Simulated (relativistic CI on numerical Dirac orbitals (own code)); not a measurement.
## Exchange splitting of the 4s photoelectron line of Tc4+

Problem. Tc4+ ([Kr] 4d3) has the spin S = 3/2. The exchange integral with a hole in 4s, calculated from Dirac-KLI orbitals and scaled by 0.8, is G^2(4s,4d) = 7.423 eV, with l = 2 the orbital momentum of the open shell. Find the splitting and the intensity ratio of the 4s line.

Working.
1. The electron left in 4s couples its spin to S, giving S + ½ = 2 and S − ½ = 1.
2. Van Vleck's theorem gives ΔE = (2S + 1) G^l/(2l + 1) = 4 × 7.423/5 = 5.94 eV, with the high-spin state at lower binding energy.
3. The intensities follow the multiplicities, (2S + 2) : 2S = (S + 1) : S = 1.67.

Check. The full multiplet calculation with spin-orbit coupling puts the centres of the two groups of its strongest lines 5.92 eV apart. Measured splittings are much smaller, often about half, when hole and open shell share n, because correlation inside the n = 4 shell lowers the low-spin state; the low-spin line also loses weight to satellites, so measured ratios exceed (S + 1)/S. The splitting still grows with S and serves to read the spin state.
